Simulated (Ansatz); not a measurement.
```xyz
10

C     2.608    1.239    1.152
C     1.595    0.758    0.703
Ga    0.002    0.000   -0.001
C    -1.423   -0.468    1.166
C    -2.329   -0.765    1.907
C    -0.169   -0.290   -1.871
C    -0.279   -0.474   -3.059
H     3.502    1.664    1.549
H    -3.129   -1.027    2.562
H    -0.377   -0.637   -4.109
```

Total charge 0; spin multiplicity 1.

Question: List the B3LYP/def2-TZVPP orbital energies in eV (Ansatz). (An estimate is asked.)

Answer: Ansatz gave: Occupied: -10138.51, -1250.24, -1107.51, -1107.38, -1107.38, -277.15, -277.15, -277.15, -276.81, -276.81, -276.81, -150.32, -103.79, -103.49, -103.49, -23.64, -23.45, -23.45, -23.41, -23.41, -20.54, -20.41, -20.41, -15.50, -14.92, -14.92, -13.60, -10.79, -10.79, -8.55, -8.12, -8.12, -8.09, -8.09, -7.94. Lowest empty: -2.45, -0.06, -0.06, 0.62, 0.62, 0.87, 1.28, 1.88.

B3LYP here is the variant with VWN-RPA as its local correlation; programs differ in this.
